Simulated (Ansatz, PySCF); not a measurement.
Gas-phase reaction (SMILES): NB(N)Br + Cl (HCl) → NB(N)Cl + Br (HBr); hydrogen chloride cleaves one B-Br bond, a model of a ligand-exchange step.

Each molecule is optimised on its own at B3LYP-D3(BJ)/def2-TZVP (Ansatz, a quantum-chemistry and plane-wave program), one conformer each, not searched for the lowest. Valence correlation only, unless marked. Spin-orbit coupling is left out. The frozen core is the preceding noble-gas configuration, with the filled d and f shells of earlier blocks. No relativistic terms. CBS marks a two-point X^-3 extrapolation of the correlation energy; Hartree-Fock from the larger set. Thermal terms are rigid-rotor harmonic-oscillator values from B3LYP-D3(BJ) frequencies (Ansatz or PySCF) at 298.15 K and 1 atm. 1 Eh = 627.5095 kcal/mol.

| species | E, CCSD(T)/CBS(cc-pV(T+d)Z,cc-pV(Q+d)Z) (Ansatz) (Eh) | E, wB97X-V/def2-TZVPD (Ansatz) (Eh) | H - E (Eh) |
|---|---|---|---|
| NB(N)Br | -2709.41545 | -2710.83033 | 0.06479 |
| Cl (HCl) | -460.37849 | -460.74931 | 0.01000 |
| NB(N)Cl | -596.51354 | -597.06102 | 0.06511 |
| Br (HBr) | -2573.28320 | -2574.52162 | 0.00927 |

Task: Work out ΔE and ΔH at 298.15 K at the first level, then ΔH at the second.

Result: 
1. ΔE = [(-596.51354) + (-2573.28320)] - [(-2709.41545) + (-460.37849)] = -0.00280 Eh = -1.8 kcal/mol at CCSD(T)/CBS(cc-pV(T+d)Z,cc-pV(Q+d)Z).
2. The terms H - E add up to -0.00041 Eh, so ΔH = (-0.00280 + (-0.00041))×627.5095 = -2.0 kcal/mol.
3. At wB97X-V/def2-TZVPD the same steps give ΔE = -1.9 and ΔH = -2.1 kcal/mol, a shift of -0.1 from the first level.
4. These values are not checked against measurement here, since the tables used lack a sound gas-phase enthalpy of formation for at least one species.
